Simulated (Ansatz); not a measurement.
Consider the ligand exchange at a Ge–F bond: `[F][GeH2][Cl]` + NH₃ → `[NH2][GeH2][Cl]` + H–F.

Gas-phase electronic energies from Ansatz, PBE0-D4/def2-TZVP geometries. CBS: MP2 limit from def2 TZ/QZ plus the TZ coupled-cluster correction, frozen cores. This one scheme is used for every species. Functionals use def2-TZVPP. For Ge outer-core shells are correlated without core-valence functions, which leaves a few kJ/mol of doubt a bond. Scalar relativity is left out up to krypton. One conformer a species, not always the lowest.

| level | ΔE (kcal/mol) |
| --- | --- |
| revPBE-D4 | 10.3 |
| r2SCAN-D4 | 12.1 |
| r2SCANh-D4 | 11.7 |
| r2SCAN | 12.3 |
| CCSD/def2-SVP | 12.3 |
| HF/def2-TZVPP | 13.7 |
| SCS-MP2/def2-TZVPP | 10.6 |
| MP2/def2-QZVPP | 9.1 |

Task: What does CCSD(T)/CBS give? (Estimate.)

Result: The calculation gave: +9.5 kcal/mol. The listed levels differ from it by 0.8, 2.6, 2.2, 2.8, 2.8, 4.2, 1.1, -0.4 kcal/mol.

Largest T1 diagnostic among the species: 0.011.

In def2-TZVPP, CCSD(T) changes the Hartree–Fock value by −3.7 kcal/mol (the triples alone add −0.3 kcal/mol) and MP2 by −4.5 kcal/mol. The D4 term adds −1.2 kcal/mol with B3LYP and −0.7 kcal/mol with PBE0; it sums over pairs of atoms, weighted by their polarisabilities, and B3LYP, whose exchange is more repulsive, gets the larger term.

B3LYP here is the variant with VWN-RPA as its local correlation; programs differ in this.
